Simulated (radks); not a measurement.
The numbers below are computed, except where a source is named.
How relativity changes the ionisation of the argon ion Ar2+ ([Ne] 3s2 3p4) to Ar3+ ([Ne] 3s2 3p3). Spin-unpolarised spherical Kohn-Sham, LDA (Slater exchange, Perdew-Wang correlation), point nucleus unless stated (finite: rms radius 3.4274 fm), a radial shooting solver on a logarithmic mesh with Libxc functionals. A level marked "c x" has the speed of light scaled by that factor and shares open shells by 2j + 1; other Dirac levels either fill j = l - 1/2 first or share by 2j + 1.

level,E(Ar2+) (hartree),E(Ar3+) (hartree),IE (eV),HOMO,<r> HOMO (bohr)
non-rel.,-524.28899,-522.72132,42.658,3p,1.467
scalar-rel.,-526.15943,-524.59189,42.655,3p,1.466
"scalar-rel., finite nucleus",-526.15874,-524.59120,42.655,3p,1.466
"Dirac, 2j+1 shares",-526.16159,-524.59402,42.656,3p3/2,1.469
"Dirac, low j first",-526.16716,-524.60334,42.554,3p3/2,1.469
"Dirac, 2j+1 shares, finite nucleus",-526.16090,-524.59334,42.656,3p3/2,1.469
"Dirac, c x 1.25",-525.48381,-523.91621,42.657,3p3/2,1.468
"Dirac, c x 2",-524.75419,-523.18655,42.658,3p3/2,1.468
"Dirac, c x 5",-524.36329,-522.79562,42.658,3p3/2,1.467

NIST Atomic Spectra Database: 40.74 eV (semi-empirical). The relativistic part of the total energy of Ar2+ is -1.872 hartree (Dirac, 2j+1 shares, finite nucleus), 0.36 % of the non-relativistic value. Spin polarisation and multiplet splitting of open shells are left out at every level.

Beside tabulated values, note that spin-unpolarised runs miss the spin-polarisation part of the exchange energy of open shells.
